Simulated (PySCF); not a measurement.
Geometries of 2 isomers of C2H4BFS2, from PySCF, PBE0-D3(BJ)/def2-SVP geometry optimisation, gas phase. One conformer each, no zero-point energy, no frequencies.

Problem. Which isomer lies lower at this level?
A.
```xyz
10
angstrom
F     -0.508    0.960   -1.623
C     -0.575    0.780   -0.271
C     -0.735   -0.686    0.054
S      0.871   -1.556    0.003
B      1.844   -0.123    0.411
S      0.952    1.430    0.499
H     -1.426    1.368    0.112
H     -1.421   -1.148   -0.671
H     -1.154   -0.805    1.065
H      3.021   -0.194    0.638
```
B.
```xyz
10
angstrom
F      2.866    1.064   -0.517
B      1.640    0.614   -0.304
S      1.146   -1.062   -0.768
C     -0.444   -0.961    0.129
C     -0.977    0.457    0.071
S      0.363    1.638    0.465
H     -0.269   -1.273    1.170
H     -1.147   -1.670   -0.332
H     -1.793    0.607    0.793
H     -1.355    0.695   -0.935
```

Solution. B. That is `FB1SCCS1`, 44.3 kcal/mol below the other.

```json
{"SMILES": "FB1SCCS1", "atoms numbered as above": "[F:1][B:2]1[S:3][CH2:4][CH2:5][S:6]1", "E (Eh)": "-998.92996", "relative (kcal/mol)": "0.0", "relative (kJ/mol)": "0.0", "dipole (D)": "2.93"}
{"SMILES": "F[C@H]1CSBS1", "atoms numbered as above": "[F:1][C@H:2]1[CH2:3][S:4][BH:5][S:6]1", "E (Eh)": "-998.85932", "relative (kcal/mol)": "44.3", "relative (kJ/mol)": "185.5", "dipole (D)": "2.28"}
```

As drawn, the lower has a B–F bond, which the higher lacks.
